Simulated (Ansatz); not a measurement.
Ansatz (an electronic-structure program) input (MP2/6-31G*):

Ansatz 0.2 input:
```yaml
crystal:
  periodic: [false, false, false]
  atoms:
    - {symbol: C, position_ang: [1.40597900, -0.46526400, 0.20245500]}
    - {symbol: B, position_ang: [0.02338900, -0.00774000, 0.00336800]}
    - {symbol: O, position_ang: [-1.12920600, -0.85492200, -0.05681100]}
    - {symbol: O, position_ang: [-0.38282100, 1.35527900, -0.16091400]}
    - {symbol: H, position_ang: [1.68055000, -1.51374800, 0.32444900]}
    - {symbol: H, position_ang: [2.26231600, 0.20898300, 0.24330700]}
    - {symbol: H, position_ang: [-0.81459100, -1.75463000, 0.05699800]}
    - {symbol: H, position_ang: [0.41512700, 1.88682000, -0.11451900]}
basis:
  gaussian:
    orbitals: 6-31G*
total_charge: -1
magnetization: {spin_polarized: false}
correlation: {method: mp2, electrons: outside_noble_gas}
```

Output:

```
Functional definition: HF
integrals: 0.02 GiB planned
662 factors; integrals over basis functions are off by at most 1.1e-3 eV
mean field: 0.15 GiB planned
mean field evaluation 1: about -5838.1967 eV, gradient 3.0e1 eV
mean field evaluation 2: about -5838.2019 eV, gradient 3.0e1 eV
mean field evaluation 4: about -5840.5336 eV, gradient 2.8e0 eV
mean field evaluation 8: about -5840.5599 eV, gradient 2.4e-4 eV
mean field -5840.55985341 eV, -214.6366157391 hartree, gradient 1.6e-6 eV, S^2 0.000000; 0 other end points of the search recorded, 0 dependent functions left out
4 core orbitals not correlated
reference -5840.55985341 eV, -214.6366157391 hartree; 12, 12 occupied and 52, 52 virtual orbitals, 662 factors
second order -15.51749773 eV of doubles, -0.00000000 eV of singles
Total energy: -5856.07735114 eV, -215.2068732626 hartree
```

The dipole moment of an ion depends on the origin.

The geometry given is a B3LYP-D3(BJ)/def2-TZVP minimum.
